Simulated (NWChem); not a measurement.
# SrO; SMILES [Sr]=[O]

```xyz
2

Sr     0.0000     0.0000    -0.3237
O      0.0000     0.0000     1.6286
```
Atoms are numbered in this order, from 1.

Program: NWChem. The geometry was optimised at PBE0/def2-SVP. def2 effective core potentials on Sr; no spin-orbit coupling. Ions are spin-unrestricted doublets at the neutral geometry; other ion states weren't tried.

For level PBE/def2-SVP:

```yaml
vertical ionisation energy, ΔSCF (eV): 7.27
"−ε(HOMO) (eV)": 3.69
```

Task: How do the values read with level B3LYP/def2-SVP instead?

Result: The vertical ionisation energy, ΔSCF (eV) is 6.89. The −ε(HOMO) (eV) is 4.48.
